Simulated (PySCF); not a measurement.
Species: CH7BNP.
InChI=1S/CH7BNP/c1-3-2-4/h2-3H,4H2,1H3

Level of theory: MP2 and CCSD/aug-cc-pVDZ in PySCF, restricted Hartree–Fock reference, frozen core, non-relativistic, gas phase, PBE0-D3(BJ)/def2-SVP geometry.

E(HF) = -461.86187 Eh.

Q: How large is the problem?

A: 159 basis functions and 40 electrons; 8 orbitals frozen, which leaves o = 12 correlated occupied and v = 139 virtual orbitals. That is o·v = 1668 singles and o·v(o·v + 1)/2 = 1391946 distinct closed-shell doubles amplitudes before symmetry; the costliest CCSD step grows as o²v⁴ = 5.4 × 10^10.

Q: What are the MP2 and CCSD correlation energies?

A: MP2 -0.5496 Eh and CCSD -0.6068 Eh, which gives totals of -462.41146 and -462.46865 Eh. That is 0.688 eV for each correlated electron at CCSD (1593 kJ/mol in all, 0.131 % of the total energy); MP2 gives 90.6 % of the CCSD value.

Q: What is the T1 diagnostic?

A: 0.0141, below the customary warning level of 0.02. It is the norm of the spatial-orbital singles amplitudes over the root of the number of correlated electrons, so the norm is 0.069.

Q: How does correlation change the dipole moment?

A: HF gives 2.47 D and CCSD (unrelaxed density) 2.61 D, a change of +0.14 D.

Connected triples and the basis-set limit are missing.

The values belong to the conformer `[CH3:1][NH:2][BH:3][PH2:4]`: C1–N2–B3–P4 174°, H–P4–B3–N2 133°, H–P4–B3–N2 36°.
